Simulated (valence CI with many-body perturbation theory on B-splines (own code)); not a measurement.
Results of a calculation; reference values are marked as such.
# I XXXIII: magnetic and hyperfine properties of the levels

Method: relativistic CI+MBPT: three valence electrons over a frozen Dirac-Fock core [Ar], a basis of 9 s, 9 p, 10 d, 8 f, 5 g, 3 h, 1 i functions for each j, with the one-electron correlation potential Σ1 (screened to all orders), the two-electron term Σ2, the three-electron term Σ3, Breit, model QED; selected single and double excitations, second order for the rest (own B-spline code, finite nucleus).

The last digits are not significant, and no measured levels were compared; by estimate large intervals hold to a few tenths of a per cent, small ones and those within an open d or f shell to about a per cent. Only levels of the ground parity were solved; by the run's estimate the other parity begins above the list, which can be wrong where configurations are misplaced.

A/g_I is the dipole constant over the nuclear g factor μ/I (μ in nuclear magnetons, uniformly magnetised nucleus), B/Q the quadrupole constant per barn. Both hold the static response of the core; the bare values leave it out. Large factors of s and p1/2 electrons are usually good to 5 to 10 %; those of open d and f shells near neutrality can be off by tens of per cent, and small factors of p3/2, d and f electrons come from cancelling terms and can be off by a factor of two or in sign, in half-filled shells by more. B is blank for J = 1/2, where it vanishes, and for nearly pure S terms. Energies count from the lowest level.

Levels are named by their leading jj configuration (3d3/2^4 stands for four electrons in 3d with j = 3/2), which in mixed levels can hold well under half, so a name can repeat and another be missing. Letters in brackets count levels of one name in rising energy.

| Level | E (eV) | g | A/g_I (MHz) | A/g_I bare | B/Q (MHz/b) | B/Q bare |
| --- | --- | --- | --- | --- | --- | --- |
| (3d3/2^3) J=3/2 | 0.000 | 0.574 | 30900 | 30500 | -13200 | -13400 |
| (3d3/2^2 3d5/2) J=5/2 [a] | 9.824 | 1.040 | 17500 | 17500 | -7900 | -8070 |
| (3d3/2^2 3d5/2) J=7/2 | 14.898 | 1.123 | 17100 | 17200 | -466 | -485 |
| (3d3/2^2 3d5/2) J=3/2 | 15.233 | 1.290 | 14000 | 14300 | -7600 | -7750 |
| (3d3/2^2 3d5/2) J=9/2 | 16.635 | 1.116 | 18500 | 18600 | 12500 | 12700 |
| (3d3/2^2 3d5/2) J=1/2 | 17.858 | 1.969 | -14200 | -13100 |  |  |
| (3d3/2 3d5/2^2) J=7/2 [a] | 26.542 | 1.014 | 16700 | 16700 | 4900 | 5000 |
| (3d3/2^2 3d5/2) J=5/2 [b] | 27.161 | 1.487 | 6620 | 7170 | 18300 | 18600 |
| (3d3/2 3d5/2^2) J=9/2 | 28.127 | 1.119 | 15300 | 15500 | 10700 | 10900 |
| (3d3/2 3d5/2^2) J=3/2 [a] | 31.548 | 1.159 | 16300 | 16500 | -17900 | -18200 |
| (3d3/2 3d5/2^2) J=1/2 | 33.155 | 1.357 | -3590 | -3100 |  |  |
| (3d3/2 3d5/2^2) J=11/2 | 34.730 | 1.086 | 16800 | 17000 | 38400 | 39100 |
| (3d3/2 3d5/2^2) J=5/2 [a] | 37.126 | 1.184 | 13500 | 13700 | 4730 | 4810 |
| (3d3/2 3d5/2^2) J=5/2 [b] | 39.479 | 1.001 | 14500 | 14500 | 15800 | 16100 |
| (3d3/2 3d5/2^2) J=7/2 [b] | 41.279 | 1.117 | 16900 | 17000 | 8820 | 9010 |
| (3d5/2^3) J=9/2 | 43.593 | 1.104 | 13100 | 13300 | 8660 | 8840 |
| (3d5/2^3) J=3/2 | 46.104 | 1.179 | 16400 | 16600 | 6720 | 6850 |
| (3d3/2 3d5/2^2) J=3/2 [b] | 57.980 | 0.838 | 23900 | 23800 | 18900 | 19200 |
| (3d5/2^3) J=5/2 | 60.886 | 1.150 | 12900 | 13100 | 9250 | 9440 |

(1) Take the isotope of mass number 127, with I = 5/2, μ = 2.8087 μN and Q = -0.688 b. What is the hyperfine structure of (3d3/2^2 3d5/2) J=5/2 [a]?

Answers

(1) From the table A = 19600 MHz, B = 5440 MHz. Shifts from the centre of gravity in MHz: F = 0: -168000, F = 1: -149000, F = 2: -112000, F = 3: -55500, F = 4: 22600, F = 5: 124000.
